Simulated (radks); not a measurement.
Task: Valence configurations of Sb I (all share [Kr]). Calculated with a radial shooting solver on a logarithmic mesh with Libxc functionals: Dirac Kohn-Sham, PBE, spin-unpolarised, spherical densities, finite nucleus; open shells fill j = l - 1/2 first; Fermi nuclear charge, rms radius 4.6802 fm. Order these by energy: 4d8 5s2 5p5; 4d9.5 5s2 5p3.5; 4d9 5s1.5 5p4.5; 4d9 5s2 5p4; 4d9 5p6; 4d10 5s1.5 5p3.5; 4d10 5s2 5p3; 4d8.5 5s2 5p4.5; 4d10 5s1 5p4; 4d10 5p5.

Result: From the lowest, in eV above it: 4d10 5s2 5p3 0.000; 4d10 5s1.5 5p3.5 4.099; 4d10 5s1 5p4 8.259; 4d9.5 5s2 5p3.5 14.717; 4d10 5p5 16.752; 4d9 5s2 5p4 30.667; 4d9 5s1.5 5p4.5 35.190; 4d8.5 5s2 5p4.5 47.849; 4d9 5p6 49.069; 4d8 5s2 5p5 66.267. NIST lists [Kr] 4d10 5s2 5p3 as the ground configuration; this level of theory agrees among the configurations tried. The energies are those of spherical spin-averaged densities, not of single terms.
